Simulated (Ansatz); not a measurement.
Basis-set extrapolation for CH7ClFNOSi2 (`CN([SiH2]Cl)[SiH](O)F`) (PBE0-D4/def2-TZVP geometry, frozen core, Ansatz 0.2.0). Multiplicity 1, RHF reference.

```tsv
	def2-TZVPP	def2-QZVPP
HF	-1308.455202	-1308.500225
MP2 correlation	-1.300359	-1.409529
CCSD(T) correlation	-1.405033	not run
```

Energies in hartree. Use E(X) = E(∞) + A·exp(−7.88·√X) for Hartree–Fock and E(X) = E(∞) + B·X^(−2.97) for correlation, with X = 3 and 4, and add CCSD(T) minus MP2 of the smaller set to the MP2 limit.

Problem. What is the CCSD(T) energy at the basis-set limit?

Solution. HF limit: -1308.500225 + (-0.045023) × 0.13774 = -1308.50643. MP2 limit: -1.409529 + (-0.109170) × 0.74074 = -1.49040. Higher-order term: -1.405033 − (-1.300359) = -0.10467. Total: -1310.10150 hartree, 6.57 eV below CCSD(T)/def2-TZVPP.
